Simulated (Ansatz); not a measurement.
Consider the cleavage of the Si–Si bond: `[SiH3][SiH2][SiH3]` + `[OH][Sc]([Cl])[Cl]` → `[SiH3][O][Sc]([Cl])[Cl]` + `[SiH3][SiH3]`.

Calculated with Ansatz (gas phase, PBE0-D4/def2-TZVP geometries, no zero-point term in ΔE). CCSD(T)/CBS is the MP2 limit (def2-TZVPP, def2-QZVPP) plus CCSD(T) − MP2 in def2-TZVPP, frozen cores. Functionals use def2-TZVPP. For Sc outer-core shells are correlated without core-valence functions, which leaves a few kJ/mol of doubt a bond. Scalar relativity is left out up to krypton. Each species was taken in one conformer, which may not be the lowest.

| level | ΔE (kcal/mol) |
| --- | --- |
| revPBE | -18.5 |
| SCS-MP2/def2-TZVPP | -27.0 |

Task: What does CCSD(T)/CBS give? (Best estimate.)

Result: The calculation gave: -24.4 kcal/mol. The listed levels differ from it by 5.9, -2.6 kcal/mol.

Largest T1 diagnostic among the species: 0.015.

In def2-TZVPP, CCSD(T) changes the Hartree–Fock value by +6.4 kcal/mol (the triples alone add +0.8 kcal/mol) and MP2 by +5.2 kcal/mol. Leaving LDA and LC-ωPBE aside and taking each functional with its dispersion term where it has one, the values, not all of them listed here, spread over 8.3 kcal/mol, from BHLYP-D4 to PBE-D4. The D4 term adds +0.7 kcal/mol with B3LYP and +0.4 kcal/mol with PBE0; it sums over pairs of atoms, weighted by their polarisabilities, and B3LYP, whose exchange is more repulsive, gets the larger term.

B3LYP here is the variant with VWN-RPA as its local correlation; programs differ in this.
